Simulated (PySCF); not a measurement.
## Nd⁵⁸⁺ (neodymium, charge +58): Hartree-Fock from Schrödinger to Dirac-Coulomb-Breit

Occupied: 1s1/2. Hartree-Fock calculated with PySCF 2.14 in an even-tempered Gaussian basis (19 s from 13 bohr⁻², ratio 2.3; 15 p from 15 bohr⁻², ratio 2.3), Gaussian nucleus throughout. NR is non-relativistic, sf-X2C the spin-free one-electron X2C Hamiltonian, X2C adds the bare one-electron spin-orbit term, X2C-SNSO screens it by Boettger's factors, DC is four-component Dirac-Coulomb, and the Gaunt and Breit terms are added at first order (total energies over the DC spinors, levels after relaxing the spinors in that mean field). QED terms are absent. Levels marked empty are virtual spinors of this ion.

```
Hamiltonian  E (hartree)  E − E(DC) (hartree)  CPU seconds
         NR   -3562.4618             188.0550         0.55
     sf-X2C   -3749.0306               1.4862         0.34
        X2C   -3749.0306               1.4862         0.33
   X2C-SNSO   -3749.0306               1.4862         0.33
         DC   -3750.5168               0.0000          6.4
   DC+Gaunt   -3747.5070               3.0098           11
   DC+Breit   -3747.5070               3.0098           99
```

| level (eV) | NR | sf-X2C | X2C | X2C-SNSO | DC | DC+Gaunt | DC+Breit |
| --- | --- | --- | --- | --- | --- | --- | --- |
| 1s1/2 | -47962.6 | -50440.7 | -50440.7 | -50440.7 | -50480.8 | -50399.5 | -50399.5 |
| 2s1/2 (empty) | -11602.0 | -12354.2 | -12354.2 | -12354.2 | -12358.5 | -12349.5 | -12350.5 |
| 2p1/2 (empty) | -11489.9 | -11797.5 | -12228.3 | -12220.3 | -12217.9 | -12198.9 | -12201.7 |
| 2p3/2 (empty) | -11489.9 | -11797.5 | -11612.9 | -11615.9 | -11619.0 | -11609.5 | -11612.3 |
| 3s1/2 (empty) | -5129.2 | -5391.6 | -5391.6 | -5391.6 | -5392.8 | -5390.2 | -5390.5 |

| interval (eV) | X2C | X2C-SNSO | DC | DC+Gaunt | DC+Breit |
| --- | --- | --- | --- | --- | --- |
| 2p3/2 − 2p1/2 | 615.3 | 604.4 | 598.9 | 589.4 | 589.4 |

Weight of the small component: 1s1/2 0.0499, 2s1/2 0.0121, 2p1/2 0.0121, 2p3/2 0.0115, 3s1/2 0.00530.

Koopmans' value for the highest occupied level at DC+Breit: 50399.5 eV, against an ionisation energy of 50339.59 ± 0.06 eV (theoretical estimate listed by NIST; NIST Atomic Spectra Database, ionization energies); the former lacks relaxation, correlation, QED and recoil.

The whole ladder took 120 s of wall time on 1 thread of Neoverse-N1 (shared host), launched as `OMP_NUM_THREADS=1 python relrun2.py TASK.json OUT` (a driver that calls PySCF for each Hamiltonian).

Dirac-Coulomb iterations, started from the X2C spinors:

```
with_ssss True, with_gaunt False, with_breit False
light speed = 137.03599967994
init E= -3721.85282804615
cycle= 1 E= -3750.51667476993  delta_E= -28.7  |g|= 1.44  |ddm|= 0.0459
cycle= 2 E= -3750.51677988834  delta_E= -0.000105  |g|= 0.00297  |ddm|= 0.000179
cycle= 3 E= -3750.51677988925  delta_E= -9.05e-10  |g|= 5.34e-06  |ddm|= 1.16e-06
```
